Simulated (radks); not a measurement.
The numbers below are computed, except where a source is named.
I+, configuration [Kr] 4d10 5s2 5p4.

Level of theory: scalar-relativistic Kohn-Sham, PBEsol, spin-polarised, spherical densities, point nucleus; open shells are filled with parallel spins first (spin-orbit coupling, left out, can overturn this in heavy ions) (a radial shooting solver on a logarithmic mesh with Libxc functionals).

Energy parts (hartree):
| part | energy |
|---|---|
| total | -7113.04292 |
| kinetic | 7465.91601 |
| electron-nucleus | -17196.69507 |
| Hartree | 2795.48727 |
| exchange-correlation | -177.75113 |

Orbitals (lengths in bohr, moments of r in powers of bohr; r(90%) holds 90 % of the orbital's charge):
| orbital | occ. | eigenvalue (hartree) | r(90%) |
|---|---|---|---|
| 1s up | 1 | -1211.931 | 0.0490 |
| 1s down | 1 | -1211.928 | 0.0490 |
| 2s up | 1 | -187.5537 | 0.181 |
| 2s down | 1 | -187.5524 | 0.181 |
| 2p up | 3 | -168.3981 | 0.167 |
| 2p down | 3 | -168.3960 | 0.167 |
| 3s up | 1 | -38.12575 | 0.462 |
| 3s down | 1 | -38.12347 | 0.462 |
| 3p up | 3 | -31.91933 | 0.469 |
| 3p down | 3 | -31.91677 | 0.469 |
| 3d up | 5 | -22.61842 | 0.453 |
| 3d down | 5 | -22.61599 | 0.453 |
| 4s up | 1 | -6.97862 | 1.07 |
| 4s down | 1 | -6.97353 | 1.07 |
| 4p up | 3 | -5.03262 | 1.16 |
| 4p down | 3 | -5.02724 | 1.16 |
| 4d up | 5 | -2.19740 | 1.41 |
| 4d down | 5 | -2.18859 | 1.40 |
| 5s up | 1 | -0.98832 | 2.79 |
| 5s down | 1 | -0.93697 | 2.79 |
| 5p up | 3 | -0.58734 | 3.40 |
| 5p down | 1 | -0.53399 | 3.46 |

The highest occupied level is 5p down at -14.531 eV. Summed over all electrons, <r^2> = 50.13 bohr^2, which gives a Langevin (diamagnetic) susceptibility term of -39.7 x 10^-6 cm^3/mol. For comparison, the ionisation energy in NIST's Atomic Spectra Database is 19.131 eV (measured). In exact Kohn-Sham theory the highest level is minus the ionisation energy, but local and semilocal functionals leave it too shallow, through self-interaction and a potential that decays too fast; potentials with the right tail come closer.
